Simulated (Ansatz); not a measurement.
Relaxation of F$_{3}$GeH$_{4}$P (9 atoms, charge 0, multiplicity 1), to a largest force component of 0.03 eV/Å in at most 50 steps.

All numbers below come from RKS PBE0-D4/def2-SVP in Ansatz 0.2.0.

```xyz
9
Properties=species:S:1:pos:R:3
Ge -0.639 -0.084 -0.328
H 0.102 0.278 2.304
F 0.937 -0.131 0.366
F -0.594 1.259 -1.402
F -0.684 -1.475 -1.343
P -2.393 0.071 1.113
H -3.277 -0.361 0.074
H -2.152 -1.257 1.577
H -0.406 0.390 2.799
```

Task: Where does it end, and by what steps?

Result: The forces met the threshold. The force dipped under the threshold on the way, but the program's further checks kept it going. After 8 steps the energy has fallen by 0.151 eV; H9 moved furthest, 0.68 Å.

```
step  energy less start (eV)  largest force component (eV/Å)  accepted
   0                  0.0000                           1.339       yes
   1                 -0.1117                           0.131       yes
   2                 -0.1362                           0.100       yes
   3                 -0.1464                           0.088       yes
   4                 -0.1492                           0.072       yes
   5                 -0.1500                           0.051       yes
   6                 -0.1503                           0.004       yes
   7                 -0.1504                           0.011       yes
   8                 -0.1506                           0.030       yes
```

```xyz
9
Properties=species:S:1:pos:R:3
Ge -0.728 -0.090 -0.497
H 0.335 0.301 2.731
F 0.780 -0.021 0.335
F -0.678 1.180 -1.656
F -0.658 -1.542 -1.420
P -2.511 0.090 0.923
H -3.376 -0.431 -0.089
H -2.221 -1.204 1.454
H -0.050 0.405 3.380
```

Whether the end is a true minimum wasn't checked by a vibrational analysis.

The run took 17 s on 4 threads of Intel(R) Xeon(R) Platinum 8223CL CPU @ 3.00GHz (Skylake/Cascade Lake), on a shared host, peak memory 0.3 GiB.
